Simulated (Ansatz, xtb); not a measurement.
Two isomers of C2H8GeSi2

Structure I is `C=[C]1[SiH2][SiH2][GeH2]1`, a singlet and structure II is `C#C[SiH2][SiH2][GeH3]`, a singlet. Both are isolated molecules in the gas phase, relaxed with B3LYP-D3(BJ)/def2-SVP; the shapes shown needn't be the lowest conformers.

I (Å):

```yaml
atoms:
  - { symbol: C, position_ang: [-1.7746, 0.3589, -0.4073] }
  - { symbol: C, position_ang: [-0.8332, 0.4091, 0.5452] }
  - { symbol: Ge, position_ang: [0.1713, -1.1136, 1.3543] }
  - { symbol: Si, position_ang: [-0.1313, 1.9316, 1.4527] }
  - { symbol: Si, position_ang: [1.3059, 0.5316, 2.7169] }
  - { symbol: H, position_ang: [-2.2723, 1.2614, -0.7880] }
  - { symbol: H, position_ang: [-2.1045, -0.5838, -0.8635] }
  - { symbol: H, position_ang: [-1.1621, 2.6791, 2.2370] }
  - { symbol: H, position_ang: [0.5486, 2.9018, 0.5402] }
  - { symbol: H, position_ang: [1.0472, 0.4570, 4.1844] }
  - { symbol: H, position_ang: [2.7705, 0.6833, 2.4759] }
  - { symbol: H, position_ang: [-0.7524, -2.1209, 2.0777] }
  - { symbol: H, position_ang: [1.0213, -1.8852, 0.3181] }
```

II (Å):

```xyz
13

C     0.2224   -2.0197   -1.2534
C    -0.2010   -1.2173   -0.4412
Ge    2.5740    1.7057   -0.2527
Si   -0.7681    0.0683    0.7429
Si    0.2348    2.0918    0.0892
H     0.5903   -2.7341   -1.9673
H    -2.2575    0.1378    0.7279
H    -0.3176   -0.3019    2.1159
H     0.0298    3.1313    1.1434
H    -0.3863    2.5749   -1.1804
H     3.3269    3.0287   -0.5102
H     3.1836    1.0343    0.9962
H     2.7862    0.7739   -1.4618
```

Q: Which of the two would you expect CCSD(T)/def2-SVP + ΔMP2/def2-TZVPP electronic energies to favour?

A: Structure I; the calculation gives E(II) − E(I) = +0.607 eV.

The same difference at several levels:

```json
{"level": "GFN2-xTB", "geometry": "GFN2-xTB", "E(II) − E(I) (eV)": "+0.323", "departure from the last row (eV)": "−0.284", "job, with rough time for the two": "optimisation, 0.21 s"}
{"level": "HF/STO-3G", "geometry": "GFN2-xTB", "E(II) − E(I) (eV)": "+0.405", "departure from the last row (eV)": "−0.203", "job, with rough time for the two": "single point, 0.46 s"}
{"level": "r2SCAN-D4/def2-SVP", "geometry": "GFN2-xTB", "E(II) − E(I) (eV)": "+0.830", "departure from the last row (eV)": "+0.223", "job, with rough time for the two": "single point, 2.5 s"}
{"level": "B3LYP-D3(BJ)/def2-SVP", "geometry": "B3LYP-D3(BJ)/def2-SVP", "E(II) − E(I) (eV)": "+0.697", "departure from the last row (eV)": "+0.090", "job, with rough time for the two": "optimisation, 47 s"}
{"level": "HF/def2-SVP", "geometry": "B3LYP-D3(BJ)/def2-SVP", "E(II) − E(I) (eV)": "+0.441", "departure from the last row (eV)": "−0.166", "job, with rough time for the two": "part of the CCSD(T) run"}
{"level": "MP2/def2-SVP", "geometry": "B3LYP-D3(BJ)/def2-SVP", "E(II) − E(I) (eV)": "+0.541", "departure from the last row (eV)": "−0.066", "job, with rough time for the two": "part of the CCSD(T) run"}
{"level": "CCSD(T)/def2-SVP", "geometry": "B3LYP-D3(BJ)/def2-SVP", "E(II) − E(I) (eV)": "+0.580", "departure from the last row (eV)": "−0.027", "job, with rough time for the two": "single point"}
{"level": "CCSD(T)/def2-SVP + ΔMP2/def2-TZVPP", "geometry": "B3LYP-D3(BJ)/def2-SVP", "E(II) − E(I) (eV)": "+0.607", "departure from the last row (eV)": "", "job, with rough time for the two": "single point, 34 s"}
```

As drawn, II has 1 C≡C, 1 Ge–H in place of 1 C=C, 1 C–Ge, 1 C–H. Structure I has a 4-membered ring, II no ring.

None of the levels shown reverses the order. The largest departure from CCSD(T)/def2-SVP + ΔMP2/def2-TZVPP is that of GFN2-xTB, 0.284 eV. A small imaginary or near-zero mode remains, so no thermal terms are given. The last row adds to CCSD(T) the change of the MP2 difference between the two basis sets, here +0.027 eV.

The correlated steps freeze 21 core orbitals; the filled d shell of Ge is correlated, in a basis made for valence electrons. Codes used: Ansatz 0.2.0, xtb 6.7.1; the last row on 4 threads of AMD EPYC 7R43 64-Core Processor (Zen 3) on a shared host.
